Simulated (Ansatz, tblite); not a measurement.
Forces on the cluster Si₈H₆ at its PBE-D4/def2-SVP geometry. Charge 0, multiplicity 1.

The xTB rows come from tblite. The restricted singlet is unstable towards broken spin symmetry in Hartree–Fock (as tested in another run); at PBE-D4/def2-TZVP this wasn't settled. Another isomer (singlet) lies 0.52 eV lower at PBE0-D4/def2-TZVP; other spin states weren't run for this one.

GFN1-xTB (tblite), largest force 1.36 eV/Å:

```xyz
14
positions Å, forces eV/Å
Si   -1.343    0.809   -1.187   -0.693    0.071   -0.541
Si    0.327   -0.119   -2.468   -0.460    0.548   -1.075
Si   -1.088   -2.051    1.763    0.196    0.114    0.404
Si    0.854    1.490    1.910    0.298    0.125    0.165
Si   -1.161    0.194    1.143   -0.690   -0.152    0.132
Si   -0.438    2.443    0.224   -0.114    0.606    0.281
Si    1.580   -1.358   -1.166    1.037   -0.849    0.233
Si    1.062   -0.797    1.022    0.265   -0.245    0.606
H    -0.619   -1.588    3.166   -0.135   -0.185   -0.255
H    -1.450    3.435    0.766    0.320   -0.319   -0.174
H    -2.722    1.021   -1.755    0.470   -0.092    0.052
H     1.907   -1.437    2.089   -0.073    0.196   -0.456
H     2.986   -1.726   -1.565   -0.491    0.219    0.060
H     0.102   -0.317   -3.942    0.070   -0.038    0.569
```

GFN2-xTB (tblite), largest force 1.68 eV/Å:

```
Si -0.274 -0.111 -0.331
Si -0.243 0.514 -0.637
Si 0.123 0.825 -0.033
Si 0.319 -0.032 -0.076
Si -1.218 -1.114 0.333
Si 0.159 0.374 -0.076
Si 0.528 -0.646 0.265
Si 0.840 0.286 0.182
H -0.218 -0.263 -0.079
H 0.191 -0.206 -0.161
H 0.386 0.003 0.222
H -0.074 0.120 -0.327
H -0.482 0.219 0.197
H -0.038 0.032 0.520
```

PBE-D4/def2-TZVP (Ansatz), largest force 0.22 eV/Å:

```
Si 0.031 0.037 0.023
Si -0.037 -0.026 0.000
Si 0.079 0.144 0.072
Si -0.138 -0.078 -0.149
Si 0.171 -0.003 -0.036
Si -0.064 -0.095 0.090
Si 0.030 0.038 -0.007
Si -0.072 0.015 0.066
H -0.024 -0.028 -0.119
H 0.071 -0.078 -0.038
H 0.111 -0.025 0.044
H -0.067 0.053 -0.096
H -0.111 0.032 0.023
H 0.020 0.013 0.127
```
